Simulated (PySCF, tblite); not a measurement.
Calculations on `BrC1=C[SiH2]CC=C1`, in the order of a workflow; each names the level of the geometry that it ran on. Settings lines and outputs come from a driver script.

Species: C5H7BrSi.
Bonds: Br1–C2, C2–C3 (double), C3–Si4, Si4–C5, C5–C6, C6–C7 (double), C2–C7. Hydrogens: H8 on C3; H9, H10 on Si4; H11, H12 on C5; H13 on C6; H14 on C7.

Step 1: GFN2-xTB geometry optimisation, gas phase (tblite 0.8.0) (from a force-field or distance-geometry start)
```json
{"job": {"kind": "relax", "xc": "GFN2-xTB", "basis": "xTB"}, "charge": 0, "multiplicity": 1}
```
```
step      E/eV     max force
  0    -544.86537    3.200
  1    -545.02145    1.914
  2    -545.09636    0.561
...
 21    -545.22539    0.011
 22    -545.22540    0.014
 23    -545.22542    0.014
 24    -545.22544    0.011
 25    -545.22545    0.007
```

Energy lowered by 8.3 kcal/mol over 25 steps; largest atomic force 0.007 eV/Å at the end. «max force» is the largest atomic force in eV/Å.

On one thread, Arm Neoverse V1 (aarch64), no GPU, shared host, this took 0.18 s of wall time.

Step 2: GFN2-xTB harmonic vibrations, gas phase (tblite 0.8.0) (on the GFN2-xTB geometry)
```json
{"job": {"kind": "ir", "xc": "GFN2-xTB", "basis": "xTB"}, "charge": 0, "multiplicity": 1}
```
```
(table of modes left out)
```

36 modes from -37 to 3078 cm⁻¹ (unscaled, harmonic, a negative number standing for an imaginary wavenumber); zero-point energy 61.2 kcal/mol from the real modes; the lowest is imaginary at this level.

The run took 0.51 s on one thread, Arm Neoverse V1 (aarch64), shared host with 32 logical CPUs at a one-minute load of 19.

Step 3: TDDFT CAM-B3LYP/def2-SVPD, vertical, gas phase, core orbitals frozen in the response (PySCF 2.14.0, density-fitted response routines) (on the GFN2-xTB geometry)
```json
{"job": {"kind": "uv", "xc": "CAM-B3LYP", "basis": "def2-SVPD", "nstates": 8, "ntriplets": 3}, "charge": 0, "multiplicity": 1}
```
```
...
Static polarisability (au): isotropic 105.561, principal 72.898 106.268 137.516
Singlet excitations
state   eV       nm        f      main configurations
  1   4.6827    264.8   0.11202   H->L 0.97
  2   5.2970    234.1   0.00035   H->L+1 0.81
  3   5.7839    214.4   0.00027   H-2->L 0.66, H-3->L 0.30
  4   6.0349    205.4   0.00428   H-3->L 0.67, H-2->L 0.29
  5   6.0386    205.3   0.14909   H-1->L 0.93
  6   6.2478    198.4   0.00517   H->L+2 0.73, H-1->L+1 0.12
  7   6.3213    196.1   0.01196   H-2->L+1 0.77, H-2->L+2 0.08
  8   6.5549    189.1   0.00001   H-1->L+1 0.57, H->L+2 0.13, H->L+3 0.08
Triplet excitations (Tamm-Dancoff, eV): 2.8281 4.6646 4.9472
```

HOMO -8.01 eV, LUMO -0.49 eV; lowest singlet 4.68 eV; lowest triplet 2.83 eV (Tamm–Dancoff); mean polarisability 105.6 au.

Hardware: Arm Neoverse V1, one thread, shared host. Cost: 66 s of wall time, 1.1 GiB resident at most.

Geometry of the electronic-property runs (GFN2-xTB):
```
atom  x, y, z in Å
Br1    3.2399    1.3258   -0.3954
C2     1.4343    0.6671   -0.1686
C3     0.4501    1.5290    0.0769
Si4   -1.3094    0.9279    0.3005
C5    -1.1752   -0.9626    0.0961
C6     0.1975   -1.4741   -0.1787
C7     1.3229   -0.7681   -0.2931
H8     0.6703    2.5835    0.1470
H9    -1.8000    1.2845    1.6379
H10   -2.1785    1.5129   -0.7284
H11   -1.5435   -1.4745    0.9893
H12   -1.8230   -1.3100   -0.7132
H13    0.2672   -2.5493   -0.2961
H14    2.2465   -1.2926   -0.4965
```

 GFN2-xTB frequencies show an imaginary mode (37i cm⁻¹), so this geometry is no minimum at that level. (This holds for the electronic-property runs.)
